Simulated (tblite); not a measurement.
Compound: C₅H₉F₃NPS.
Geometry (GFN2-xTB, Å), atoms numbered from 1 in this order:
```
atom  x, y, z in Å
C1    -1.234   -1.271   -1.203
N2    -0.927   -0.114   -0.385
C3    -1.921    0.930   -0.515
C4    -0.659   -0.435    0.999
P5     0.847    0.542    1.426
S6     1.483    0.599    3.246
C7     2.042   -0.193    0.241
F8     2.023   -1.528    0.122
C9     3.004    0.532   -0.318
F10    3.018    1.851   -0.181
F11    3.990    0.118   -1.088
H12   -2.172   -1.762   -0.905
H13   -1.322   -0.952   -2.240
H14   -0.419   -1.989   -1.132
H15   -1.635    1.783    0.101
H16   -1.965    1.251   -1.555
H17   -2.923    0.596   -0.206
H18   -1.478   -0.205    1.694
H19   -0.397   -1.491    1.132
H20    0.640    1.751    0.764
```

Level: GFN2-xTB in tblite, geometry and Hessian alike; calculated harmonic values, unscaled, isolated species. The method is semi-empirical: single wavenumbers can be off by several per cent or more. Modes of hydrogen on phosphorus can be 10 to 20 % off. One conformer, not necessarily the lowest.

Harmonic wavenumbers (cm⁻¹): 26.7, 37.8, 55.7, 82.7, 86.4, 128.5, 166.9, 187.3, 220.0, 223.4, 240.1, 274.3, 348.6, 383.5, 403.3, 420.6, 424.6, 451.3, 467.9, 628.8, 698.7, 746.8, 784.3, 859.8, 866.4, 895.8, 1002.2, 1041.8, 1054.7, 1073.4, 1085.6, 1147.2, 1157.6, 1205.5, 1215.3, 1268.5, 1274.5, 1408.2, 1415.2, 1427.6, 1480.0, 1484.4, 1489.7, 1494.4, 1733.7, 2259.9, 2856.3, 2876.5, 2887.1, 2925.6, 3001.9, 3021.4, 3025.1, 3028.5.

A = 869.3, B = 631.0, C = 468.8 MHz; mass 203.015 u (most abundant isotopes); point group C1, symmetry number 1.

Question: What is the zero-point energy?

Answer: Half the sum of the wavenumbers: 30226 cm⁻¹ = 86.42 kcal/mol.

Question: Give the ideal-gas entropy at 273.15 K and 1 bar in the rigid-rotor, harmonic-oscillator model (classical rotation).

Answer: Translation 41.42, rotation 31.24, vibration 43.91: S = 116.6 cal/(mol K).

Question: And Cp and H(273.15 K) − H(0)?

Answer: Cp = 46.37 cal/(mol K), of which vibrations give 38.42 (their classical limit is 54 R = 107.3); H(273.15 K) − H(0) = 8.06 kcal/mol without the zero-point energy, 5.89 from vibrations.

Question: Blend soft modes into free rotors: weight 1/[1 + (100 cm⁻¹/ν̃)⁴] for the oscillator and the rest for a rotor with moment μB/(μ + B), μ = h/(8π²ν), B = 10⁻⁴⁴ kg m². What vibrational entropy results?

Answer: 38.76 cal/(mol K) in place of 43.91, which changes −T·S at 273.15 K by +1.41 kcal/mol.

Question: Which modes carry the vibrational entropy at 273.15 K?

Answer: 26.7 cm⁻¹: 5.89; 37.8 cm⁻¹: 5.20; 55.7 cm⁻¹: 4.43; 82.7 cm⁻¹: 3.65; 86.4 cm⁻¹: 3.57; 128.5 cm⁻¹: 2.80 cal/(mol K); the other 48 give 18.37 together.

Question: How do the functions run with temperature in this model?

Answer: 
```json
{"T (K)": "150", "S (cal/(mol K))": "93.2", "Cp (cal/(mol K))": "32.6", "H − H(0) (kcal/mol)": "3.18", "G − H(0) (kcal/mol)": "-10.80", "ln q(vib)": "6.07"}
{"T (K)": "250", "S (cal/(mol K))": "112.6", "Cp (cal/(mol K))": "43.9", "H − H(0) (kcal/mol)": "7.02", "G − H(0) (kcal/mol)": "-21.12", "ln q(vib)": "10.31"}
{"T (K)": "298.15", "S (cal/(mol K))": "120.7", "Cp (cal/(mol K))": "49.0", "H − H(0) (kcal/mol)": "9.26", "G − H(0) (kcal/mol)": "-26.74", "ln q(vib)": "12.22"}
{"T (K)": "400", "S (cal/(mol K))": "136.5", "Cp (cal/(mol K))": "58.9", "H − H(0) (kcal/mol)": "14.76", "G − H(0) (kcal/mol)": "-39.86", "ln q(vib)": "16.06"}
{"T (K)": "600", "S (cal/(mol K))": "163.4", "Cp (cal/(mol K))": "73.9", "H − H(0) (kcal/mol)": "28.13", "G − H(0) (kcal/mol)": "-69.94", "ln q(vib)": "22.95"}
{"T (K)": "900", "S (cal/(mol K))": "196.3", "Cp (cal/(mol K))": "88.0", "H − H(0) (kcal/mol)": "52.61", "G − H(0) (kcal/mol)": "-124.10", "ln q(vib)": "32.05"}
```

q(vib) and H(0) count from the zero-point level.

Hindered rotation and anharmonicity are outside this model. Other conformers, if any are populated, would add a mixing term that is left out. The structure is chiral; the term R ln 2 for an equal mix with its mirror image is left out.

Hardware: an Arm Neoverse V1 with one thread, no GPU, on a shared host. The figure is for the frequency step alone.
